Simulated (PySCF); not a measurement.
These 2 structures share the formula C7H12N2O. Level of theory: PySCF, PBE0-D3(BJ)/def2-SVP geometry optimisation, gas phase. Energies are electronic, without zero-point or thermal terms, for one conformer each. No frequencies were run at this level. Point groups hold within 0.08 Å.

Task: Rank from lowest to highest electronic energy at this level (kcal/mol).
A. `[CH3:1][CH:2]([CH3:3])[C@H:4]([C:5]#[N:6])[CH2:7][NH:8][CH:9]=[O:10]` with C1–C2–C4–C5 63°, C2–C4–C7–N8 -60°, C4–C7–N8–C9 108°, C7–N8–C9–O10 -2°
B. `[CH2:1]=[N:2]/[C:3]([CH3:4])=[CH:5]\[CH2:6][NH:7][C:8]([CH3:9])=[O:10]` with C1–N2–C3–C4 -6°, C3–C5–C6–N7 124°, C5–C6–N7–C8 112°, C6–N7–C8–C9 180°

Result: A (0.0), B (14.4).

As drawn, the lower has a C≡N group, which the higher lacks; the higher has a C=N bond and a C=C bond outside aromatic rings, which the lower lacks.

| SMILES | E (Eh) | E rel (kcal/mol) | dipole (D) | point group | A, B, C (MHz) |
| --- | --- | --- | --- | --- | --- |
| CC(C)[C@H](C#N)CNC=O | -457.84951 | 0.0 | 5.06 | C1 | 1910, 877.7, 746.8 |
| C=N/C(C)=C\CNC(C)=O | -457.82654 | 14.4 | 4.28 | C1 | 3397, 503.2, 485.4 |
